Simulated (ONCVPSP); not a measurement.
Reading a pseudo-wave (N)

Columns: radius, all-electron u(r) and pseudo u(r) of the 2s shell (level -49.05 eV) of nitrogen in the configuration [He] 2s2 2p1; Wu-Cohen, scalar-relativistic, ONCV scheme, ONCVPSP 4.0.1.

```csv
r (bohr),all-electron,pseudo
0.090,-0.4193,0.0641
0.180,-0.3683,0.1394
0.270,-0.1401,0.2361
0.360,0.1302,0.3552
0.450,0.3815,0.4887
0.540,0.5897,0.6267
0.630,0.7486,0.7562
0.720,0.8595,0.8601
0.810,0.9275,0.9275
0.900,0.9598,0.9598
0.990,0.9634,0.9634
1.080,0.9451,0.9451
1.170,0.9107,0.9107
1.260,0.8651,0.8650
1.350,0.8120,0.8120
1.440,0.7547,0.7547
1.530,0.6955,0.6955
1.620,0.6363,0.6363
1.710,0.5785,0.5785
1.800,0.5231,0.5231
1.890,0.4708,0.4708
1.980,0.4221,0.4221
2.070,0.3773,0.3773
2.160,0.3362,0.3362
2.250,0.2989,0.2989
2.340,0.2651,0.2651
```

(1) How many radial nodes do the two functions have?

(2) At about which radius was the pseudo-wave matched?

(3) Is the pseudo-wave norm-conserving?

Results:

(1) The all-electron 2s function has n − l − 1 = 1; the pseudo-wave has 0, since the states of the same l below it are removed with the core.

(2) 0.85 bohr, where the columns begin to agree (steps of 0.09 bohr).

(3) Yes: the ONCV scheme keeps the norm inside the radius equal to the all-electron one, which fixes the energy derivative of the logarithmic derivative at the level.
